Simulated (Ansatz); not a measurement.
Input for Ansatz (a quantum-chemistry and plane-wave program): R-MP2/def2-TZVPPD on H2PbS (SMILES [SH][PbH]), atoms moved off the minimum. Elements past Kr take the def2 small-core potentials; no spin–orbit coupling. Files ending in .json are basis or fitting sets from the Basis Set Exchange. The run froze 14 orbitals, filled d shells among them.

Ansatz 0.2 input:
```yaml
crystal:
  periodic: [false, false, false]
  atoms:
    - {symbol: Pb, position_ang: [-0.04022036, -0.23515852, 0.27437722]}
    - {symbol: H, position_ang: [1.00275986, -1.39886341, -0.94278926]}
    - {symbol: S, position_ang: [0.08423484, 1.69067023, -1.25936299]}
    - {symbol: H, position_ang: [-0.58273502, 2.45607932, -0.57770901]}
basis:
  gaussian:
    orbitals: def2-TZVPPD.json
magnetization: {spin_polarized: false}
correlation: {method: mp2, electrons: outside_noble_gas}
scf: {lower_state_search: off}
output: {forces: true}
```

The log:

```
WARN ansatz: RAYON_NUM_THREADS=1 ignored (pool sized by the plan → 1); use --threads N
Functional definition: HF
these checks for a lower state are left out or cut short: starts, cluster_reference, orbital_swaps, neighbouring_geometries, increment
integrals: 0.13 GiB planned
1018 factors; integrals over basis functions are off by at most 6.8e-4 eV
mean field: 0.38 GiB planned
mean field evaluation 1: about -16068.4821 eV, gradient 1.6e1 eV
mean field evaluation 2: about -16068.5010 eV, gradient 1.6e1 eV
mean field evaluation 4: about -16069.5833 eV, gradient 2.0e0 eV
mean field evaluation 8: about -16069.6128 eV, gradient 2.6e-1 eV
mean field -16069.61324981 eV, -590.5473945553 hartree, gradient 1.9e-6 eV, S^2 0.000000; 0 other end points of the search recorded, 0 dependent functions left out
14 core orbitals not correlated
reference -16069.61324981 eV, -590.5473945553 hartree; 6, 6 occupied and 121, 121 virtual orbitals, 1018 factors
densities: 0.34 GiB planned
second order -7.13852796 eV of doubles, -0.00000000 eV of singles
the calculation of the forces begins
mean field evaluation 16: about -16069.5912 eV, gradient 2.8e-1 eV
Total energy: -16076.75177777 eV, -590.8097306192 hartree
Atom 0 at    -0.040220    -0.235159     0.274377 Å, force     0.427915    -1.157611    -0.073882 eV/Å
Atom 1 at     1.002760    -1.398863    -0.942789 Å, force    -0.545951     0.723746     0.589227 eV/Å
Atom 2 at     0.084235     1.690670    -1.259363 Å, force     2.393313    -2.096569    -2.941078 eV/Å
Atom 3 at    -0.582735     2.456079    -0.577709 Å, force    -2.275277     2.530434     2.425733 eV/Å
Dipole moment:    -0.245907    -0.106840     0.536537 e Å
Checks for a lower state left out: starts, cluster_reference, orbital_swaps, neighbouring_geometries, increment
```

The run converged.

Cost: about 7 core-seconds (a rough figure).
